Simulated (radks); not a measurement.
The silver ion Ag+, 46 electrons, occupied as [Kr] 4d9 6d1 (not the ground configuration).

Calculated with a radial shooting solver on a logarithmic mesh with Libxc functionals: Dirac Kohn-Sham, BLYP, spin-unpolarised, spherical densities, finite nucleus; open shells fill j = l - 1/2 first; Fermi nuclear charge, rms radius 4.5454 fm.

Energy parts (hartree):
| part | energy |
|---|---|
| total | -5316.75345 |
| kinetic | 5564.24422 |
| electron-nucleus | -12861.47001 |
| Hartree | 2129.88949 |
| exchange-correlation | -149.41716 |

Orbitals (lengths in bohr, moments of r in powers of bohr):
1s1/2: occ. 2; eigenvalue (hartree) -931.1592; <r^2> 0.001308; small-component weight 2.96e-02
2s1/2: occ. 2; eigenvalue (hartree) -137.6793; <r^2> 0.02140; small-component weight 6.20e-03
2p1/2: occ. 2; eigenvalue (hartree) -128.0114; <r^2> 0.01599; small-component weight 6.22e-03
2p3/2: occ. 4; eigenvalue (hartree) -121.5649; <r^2> 0.01732; small-component weight 5.97e-03
3s1/2: occ. 2; eigenvalue (hartree) -25.81738; <r^2> 0.1554; small-component weight 1.75e-03
3p1/2: occ. 2; eigenvalue (hartree) -21.97096; <r^2> 0.1508; small-component weight 1.69e-03
3p3/2: occ. 4; eigenvalue (hartree) -20.83349; <r^2> 0.1599; small-component weight 1.62e-03
3d3/2: occ. 4; eigenvalue (hartree) -14.01883; <r^2> 0.1409; small-component weight 1.51e-03
3d5/2: occ. 6; eigenvalue (hartree) -13.78972; <r^2> 0.1437; small-component weight 1.49e-03
4s1/2: occ. 2; eigenvalue (hartree) -4.19826; <r^2> 0.9369; small-component weight 4.45e-04
4p1/2: occ. 2; eigenvalue (hartree) -2.98374; <r^2> 1.087; small-component weight 3.88e-04
4p3/2: occ. 4; eigenvalue (hartree) -2.79396; <r^2> 1.157; small-component weight 3.68e-04
4d3/2: occ. 4; eigenvalue (hartree) -0.95534; <r^2> 2.049; small-component weight 2.27e-04
4d5/2: occ. 5; eigenvalue (hartree) -0.93269; <r^2> 2.104; small-component weight 2.22e-04
6d3/2: occ. 1; eigenvalue (hartree) -0.09605; <r^2> 125.7; small-component weight 7.14e-06

The highest occupied level is 6d3/2 at -2.614 eV. Summed over all electrons, <r^2> = 156.0 bohr^2, which gives a Langevin (diamagnetic) susceptibility term of -124 x 10^-6 cm^3/mol.

Empty levels of this run are not shown, since the potential may be unsettled where no density lies.
